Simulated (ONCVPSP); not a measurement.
## K, ONCV: configuration errors across variants

ONCVPSP 4.0.1 input, shortened (lines: element, Z, core and valence counts, functional; n l f; lmax; l rc ep ncon nbas qcut; lloc lpopt rc5 dvloc0; l nproj debl; icmod fcfact rcfact), LDA (Perdew-Wang 92), scalar-relativistic:

```
  K 19.00    3    4  -001012      upf
    1    0    2.00
    2    0    2.00
    2    1    6.00
    3    0    2.00
    3    1    6.00
    4    0    0.50
    4    1    0.50
    2
    0    2.35    0.00    5    8    5.70
    1    2.70    0.00    4    8    5.10
    2    2.10    0.02    5    8    4.30
    4    4    1.95    0.00
    0    2    0.90
    1    2    2.30
    2    2    3.00
    2    0.45    1.10
```

All-electron excitation energies from the reference (eV): (1) 3s2 3p6 4s1 4p0 -0.802; (2) 3s2 3p6 4s0 4p0 3.602; (3) 3s2 3p6 4s0.5 4p0 0.907; (4) 3s1 3p6 4s1 4p0 41.034.

1 further variants failed, have other tests or too few solved ones, and are left out.

Errors AE − PS in meV (a dash: test not solved or not reliable):

| change | (1) | (2) | (3) | (4) | bound ghosts | GHOST(+) flags above zero |
| --- | --- | --- | --- | --- | --- | --- |
| base | 0.0 | -0.1 | 0.0 | -186 | none | none |
| p: rc 3.82 | -0.2 | -0.8 | 0.0 | -239 | none | none |
| local potential polynomial inside 1.95 bohr (lpopt 4, dvloc0 3 Ha) | 0.0 | -0.1 | 0.0 | -189 | none | none |
| core correction Teter function fitted to the true core (icmod 2), fcfact 1.26 | 0.0 | -0.1 | 0.0 | -187 | none | none |
| s: rc 1.74; local potential polynomial inside 1.74 bohr (lpopt 4, dvloc0 0 Ha) | 0.0 | -0.1 | 0.0 | -66 | none | none |
| s: nbas 9 | 0.0 | -0.1 | 0.0 | -198 | none | none |
| p: nproj 3 | 0.0 | -0.1 | 0.0 | -184 | none | none |

(1) Give the same row for: s: qcut 5.2.

Results:

(1) 0.0, -0.1, 0.0, -207; bound ghosts: none; GHOST(+) flags above zero: none.
